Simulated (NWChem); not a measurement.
Species: GaH₃; SMILES [GaH3]

```xyz
4

Ga     0.0000     0.0000     0.0000
H      1.1176     1.1176     0.0000
H      0.4091    -1.5267     0.0000
H     -1.5267     0.4091     0.0000
```
Atoms are numbered in this order, from 1.

Program: NWChem. Geometry: optimised at PBE-D3(BJ)/def2-SVP. B3LYP is NWChem's, with the RPA form of VWN correlation. Vertical excitations in the gas phase; the lowest state need not have the same character in each row.

```json
[
 {"level": "PBE/aug-cc-pVDZ, full TDDFT", "lowest excitation, singlet (eV)": "4.80", "oscillator strength of that lowest state": "0.000", "lowest state with f > 0.02, singlet (eV)": "7.21", "oscillator strength of that bright state": "0.166", "lowest triplet (eV)": "4.30", "orbital gap (eV)": "4.64"},
 {"level": "B3LYP/aug-cc-pVDZ, full TDDFT", "lowest excitation, singlet (eV)": "5.04", "oscillator strength of that lowest state": "0.000", "lowest state with f > 0.02, singlet (eV)": "7.56", "oscillator strength of that bright state": "0.192", "lowest triplet (eV)": "4.56", "orbital gap (eV)": "6.21"},
 {"level": "CAM-B3LYP/aug-cc-pVDZ, full TDDFT", "lowest excitation, singlet (eV)": "…", "oscillator strength of that lowest state": "0.000", "lowest state with f > 0.02, singlet (eV)": "…", "oscillator strength of that bright state": "…", "lowest triplet (eV)": "…", "orbital gap (eV)": "…"},
 {"level": "LDA (Slater exchange, VWN5)/aug-cc-pVDZ, full TDDFT", "lowest excitation, singlet (eV)": "4.63", "oscillator strength of that lowest state": "0.000", "lowest state with f > 0.02, singlet (eV)": "7.19", "oscillator strength of that bright state": "0.184", "lowest triplet (eV)": "4.21", "orbital gap (eV)": "4.43"}
]
```

Question: Some entries are withheld; supply them.

Answer: 
- CAM-B3LYP/aug-cc-pVDZ, full TDDFT, lowest excitation, singlet (eV): 5.17
- CAM-B3LYP/aug-cc-pVDZ, full TDDFT, lowest state with f > 0.02, singlet (eV): 7.85
- CAM-B3LYP/aug-cc-pVDZ, full TDDFT, oscillator strength of that bright state: 0.211
- CAM-B3LYP/aug-cc-pVDZ, full TDDFT, lowest triplet (eV): 4.65
- CAM-B3LYP/aug-cc-pVDZ, full TDDFT, orbital gap (eV): 8.92
